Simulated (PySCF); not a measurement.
Species: C5H7FOSi.
Atom-mapped SMILES: `[CH:1]#[C:2][Si@@H:3]1[O:4][CH2:5][CH2:6][C@@H:7]1[F:8]` (hydrogens: H9 on C1; H10 on Si3; H11, H12 on C5; H13, H14 on C6; H15 on C7)

The same species was optimised twice, with GFN2-xTB and with PBE0-D3(BJ)/def2-SVP (PySCF), and the same property calculations (PySCF, gas phase) were run on both structures.

```tsv
coordinate	GFN2-xTB	PBE0-D3(BJ)/def2-SVP	change
Si3–O4 (Å)	1.634	1.677	+0.043
C2–Si3 (Å)	1.846	1.826	-0.020
Si3–C7 (Å)	1.931	1.915	-0.016
C1≡C2 (Å)	1.202	1.217	+0.015
O4–C5 (Å)	1.410	1.418	+0.008
C7–F8 (Å)	1.391	1.388	-0.003
C6–C7 (Å)	1.524	1.522	-0.002
C5–C6 (Å)	1.531	1.530	-0.001
Si3–C7–F8 (°)	111.0	108.7	-2.3
Si3–O4–C5 (°)	114.9	112.7	-2.2
C2–Si3–C7 (°)	110.2	112.2	+2.0
Si3–C7–C6 (°)	101.9	100.1	-1.8
O4–Si3–C7 (°)	94.0	94.9	+0.9
O4–C5–C6 (°)	109.0	108.4	-0.6
C5–C6–C7 (°)	107.1	107.7	+0.6
C1–C2–Si3 (°)	179.3	178.8	-0.5
```

Rotational constants: A = 2680, B = 1442, C = 1130 MHz (GFN2-xTB) against A = 2777, B = 1410, C = 1126 MHz (PBE0-D3(BJ)/def2-SVP). Point groups within 0.08 Å: C1 and C1.

On the GFN2-xTB structure: isotropic polarisability (au) 81.3 [CAM-B3LYP/def2-SVPD]; HOMO (eV) -9.35 [CAM-B3LYP/def2-SVPD]; LUMO (eV) 0.55 [CAM-B3LYP/def2-SVPD]; dipole (D) 1.11 [CAM-B3LYP/def2-SVPD]; HOMO (eV) -7.92 [PBE0/pcSseg-1]; LUMO (eV) -0.43 [PBE0/pcSseg-1]; dipole (D) 1.05 [PBE0/pcSseg-1]; GIAO shielding of C1 (ppm) 82.5 [PBE0/pcSseg-1]; GIAO shielding of C2 (ppm) 101.2 [PBE0/pcSseg-1]; GIAO shielding of Si3 (ppm) 368.1 [PBE0/pcSseg-1]; GIAO shielding of O4 (ppm) 290.4 [PBE0/pcSseg-1]; GIAO shielding of C5 (ppm) 116.6 [PBE0/pcSseg-1]; GIAO shielding of C6 (ppm) 147.0 [PBE0/pcSseg-1]; GIAO shielding of C7 (ppm) 95.8 [PBE0/pcSseg-1]; GIAO shielding of F8 (ppm) 417.2 [PBE0/pcSseg-1].

Question: What do these properties become on the PBE0-D3(BJ)/def2-SVP structure?

Answer: 
```csv
property,level,on GFN2-xTB,on PBE0-D3(BJ)/def2-SVP,change
isotropic polarisability (au),CAM-B3LYP/def2-SVPD,81.3,82.9,+1.6
HOMO (eV),CAM-B3LYP/def2-SVPD,-9.35,-9.32,+0.03
LUMO (eV),CAM-B3LYP/def2-SVPD,0.55,0.49,-0.06
dipole (D),CAM-B3LYP/def2-SVPD,1.11,1.31,+0.20
"energy, GFN2-xTB geometry as zero (kcal/mol)",CAM-B3LYP/def2-SVPD,0.0,-1.9,-1.9
HOMO (eV),PBE0/pcSseg-1,-7.92,-7.89,+0.03
LUMO (eV),PBE0/pcSseg-1,-0.43,-0.51,-0.08
dipole (D),PBE0/pcSseg-1,1.05,1.28,+0.23
"energy, GFN2-xTB geometry as zero (kcal/mol)",PBE0/pcSseg-1,0.0,-1.8,-1.8
GIAO shielding of C1 (ppm),PBE0/pcSseg-1,82.5,79.0,-3.5
GIAO shielding of C2 (ppm),PBE0/pcSseg-1,101.2,99.6,-1.6
GIAO shielding of Si3 (ppm),PBE0/pcSseg-1,368.1,365.3,-2.8
GIAO shielding of O4 (ppm),PBE0/pcSseg-1,290.4,287.2,-3.2
GIAO shielding of C5 (ppm),PBE0/pcSseg-1,116.6,116.4,-0.2
GIAO shielding of C6 (ppm),PBE0/pcSseg-1,147.0,145.0,-2.0
GIAO shielding of C7 (ppm),PBE0/pcSseg-1,95.8,97.6,+1.8
GIAO shielding of F8 (ppm),PBE0/pcSseg-1,417.2,420.7,+3.5
```

The heavy atoms differ by 0.074 Å rms after alignment. Among bonds between heavy atoms Si3–O4 changes most (+0.043 Å). Changes are differences of the printed values. Neither structure is proved a minimum here.
